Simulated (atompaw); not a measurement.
## Zr (Z = 40): one change to a PAW (atompaw) potential, before and after

| Quantity | Value |
| --- | --- |
| Element | Zr |
| Generator | atompaw 4.2.0.5 |
| Type | PAW |
| Functional | PBEsol |
| Relativity | scalar-relativistic |
| Frozen core | [Ar] 3d10 |
| Valence charge | 12 |
| Reference configuration | 4s2 4p6 4d2 5s2 5p0 |
| Partial waves | 4s (bound): rc 1.50 bohr; 5s (bound): rc 3.00 bohr; 4p (bound): rc 2.40 bohr; 5p (bound, empty): rc 2.20 bohr; 4d (bound): rc 3.00 bohr; 4d channel at 1.5 Ry: rc 3.00 bohr |
| Local potential | bessel scheme, radius 2.25 bohr |
| Core correction | smooth core density matched at 1.65 bohr |
| Augmentation charge | besselshape compensation charge, radius 2.50 bohr; PAW radius 3.00 bohr; waves and projectors: custom rrkj gramschmidtortho |

All-electron outer shells of the reference configuration (PBEsol, scalar-relativistic, ld1.x):

| shell | level (eV) | outermost node (bohr) | outermost maximum (bohr) |
| --- | --- | --- | --- |
| 3p | -317.38 | 0.18 | 0.40 |
| 3d | -174.70 | – | 0.35 |
| 4s | -54.46 | 0.55 | 1.08 |
| 4p | -32.43 | 0.56 | 1.17 |
| 5s | -4.46 | 1.47 | 3.15 |
| 4d | -3.61 | 0.58 | 1.61 |
| 5p | -1.45 | 1.70 | 4.10 |

Change: wave 4d channel at 1.5 Ry: rc 3.00 bohr becomes 4d channel at -0.19 Ry: rc 3.00 bohr.

Cutoffs: the cutoffs (Ry, on a coarse ladder) from which the occupation-weighted sum of valence levels, in a spherical-Bessel basis at the reference potential, stays within 10 and 1 mRy of its value at 400 Ry; they do not see the model core or the augmentation charge, which bear on the density cutoff.

Problem. What does the change do?

Solution. The potential gets neither clearly harder nor softer (18 Ry and 30 Ry → 18 Ry and 30 Ry); the s channel sets the loose cutoff, while the largest relative change is in d, which becomes harder; neither file shows a bound ghost.

| quantity | base | changed |
| --- | --- | --- |
| cutoff, loose | 18 Ry | 18 Ry |
| cutoff, tight | 30 Ry | 30 Ry |
| loose cutoff by channel (10 mRy a level) | s 18 Ry, p 12 Ry, d 8 Ry | s 18 Ry, p 12 Ry, d 10 Ry |
| bound ghosts | none | none |
| s: phases at 3.02 bohr within 0.05 rad from the reference energy up to (Ry; the scan ends near 5) | 1.8 | 1.8 |
| p: phases at 3.02 bohr within 0.05 rad from the reference energy up to (Ry; the scan ends near 5) | 4.7 | 4.7 |
| d: phases at 3.02 bohr within 0.05 rad from the reference energy up to (Ry; the scan ends near 5) | 2.1 | 1.9 |
| lowest overlap eigenvalue by channel | s 0.39, p 0.07, d 0.87 | s 0.39, p 0.07, d 0.94 |

 The cutoffs see the waves, projectors and local potential, not the compensation charge or the core.
